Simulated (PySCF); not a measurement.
# Unknowns

[PySCF: σ from GIAO-PBE0/pcSseg-1; GFN2-xTB structure; one conformer; averaged over atoms made equivalent by symmetry, fast rotation or ring inversion; relativity neglected; no solvent]

δ = σ(ref) − σ, references computed at the same level: TMS for $^{1}$H (σref 31.72) and $^{13}$C (σref 186.93). Splittings of carbon signals by F and P are missing where no couplings were computed. Where no couplings were computed, multiplicities follow the n + 1 count of equivalent neighbours, and m marks all less simple cases (inequivalent or close neighbours, rings, F or P nearby). Acid and N–H amide carbonyl carbons lie up to 10 ppm further downfield in solution (hydrogen bonding). Shifts are as computed. Against solution values, carbons near 30 ppm lie about +3 ppm off and those near 130 ppm about +5 ppm; carbons on Cl a further +6 ppm. Of 1309 compounds with measured shifts, 239 miss one by over three times the rms of a fit or turn the order of signals round; such compounds aren't used in these exercises. Carbons bonded to Cl come out too deshielded. OH and NH positions are gas-phase values without hydrogen bonding to other molecules.

Problem. C$_{6}$H$_{8}$ClFSi. $^{1}$H NMR (300 MHz, computed): δ 7.00 (m, 1H), 5.49 (m, 1H), 5.36 (m, 1H), 4.51 (m, 1H), 4.51 (m, 1H), 3.38 (m, 1H), 2.90 (m, 1H), 2.71 (m, 1H). $^{13}$C{$^{1}$H} NMR (computed): δ 175.5 (C), 147.8 (C), 137.6 (CH), 126.1 (CH2), 46.5 (CH2), 45.2 (CH). Give a structure.

Solution. `C=C1C=C(F)[SiH2][C@H](Cl)C1`. The formula gives 3 degrees of unsaturation (1 ring in the answer). 6 carbon signals for 6 carbons: no two carbons are equivalent. Carbon types of the structure: 2 × C, 2 × CH, 2 × CH2, leaving 2 H on heteroatoms. δC 175.5, 147.8: fully substituted alkene carbon. δC 137.6: alkene CH; an sp2 carbon of a C=C bond. δC 126.1: terminal =CH2 carbon; an sp2 carbon of a C=C bond. δH 3.38: hydrogen on an sp3 CH bonded to Cl and Si; its carbon carries Cl, which withdraws density.

This is the structure that produced the data.

Problem. C$_{3}$H$_{5}$Cl$_{3}$O$_{3}$Si. $^{1}$H NMR (500 MHz, computed): δ 6.54 (br s, 1H), 4.89 (s, 2H), 4.86 (s, 2H). $^{13}$C{$^{1}$H} NMR (computed): δ 174.1 (C), 112.8 (C), 65.8 (CH2). Identify the compound.

Solution. SMILES OC(=O)CO[SiH2]C(Cl)(Cl)Cl. The formula gives 1 degree of unsaturation (no ring in the answer). 3 carbon signals for 3 carbons: no two carbons are equivalent. Carbon types of the structure: 2 × C, 1 × CH2, leaving 3 H on heteroatoms. δC 174.1: carboxylic acid carbon; lone-pair donation from the attached heteroatom keeps it upfield of a ketone carbonyl. δC 112.8: fully substituted sp3 carbon bonded to 3 Cl and Si; 3 electronegative neighbours deshield it. δC 65.8: sp3 CH2 bonded to O, α to a carbonyl; deshielded by the electronegative neighbour. δH 4.89: hydrogen on an sp3 CH2 bonded to O, α to a carbonyl; its carbon carries O, which withdraws density.

This is the structure that produced the data.

Problem. C$_{6}$H$_{8}$ClFSi. $^{1}$H NMR (600 MHz, computed): δ 6.44 (m, 1H), 6.16 (br s, 1H), 5.70 (br s, 1H), 4.66 (m, 1H), 4.36 (m, 1H), 3.78 (m, 1H), 3.09 (m, 1H), 2.98 (m, 1H). $^{13}$C{$^{1}$H} NMR (computed): δ 171.7 (C), 139.0 (C), 136.6 (CH2), 120.5 (CH), 43.8 (CH), 39.2 (CH2). What is it?

Solution. SMILES C1=C(F)C[C@H](Cl)[SiH2]C1=C. The formula gives 3 degrees of unsaturation (1 ring in the answer). 6 carbon signals for 6 carbons: no two carbons are equivalent. Carbon types of the structure: 2 × C, 2 × CH, 2 × CH2, leaving 2 H on heteroatoms. δC 171.7, 139.0: fully substituted alkene carbon. δC 136.6: terminal =CH2 carbon; the olefinic region. δC 120.5: alkene CH; an sp2 carbon of a C=C bond. δC 43.8: sp3 CH bonded to Cl and Si; deshielded by the electronegative neighbour.

This is the structure that produced the data.
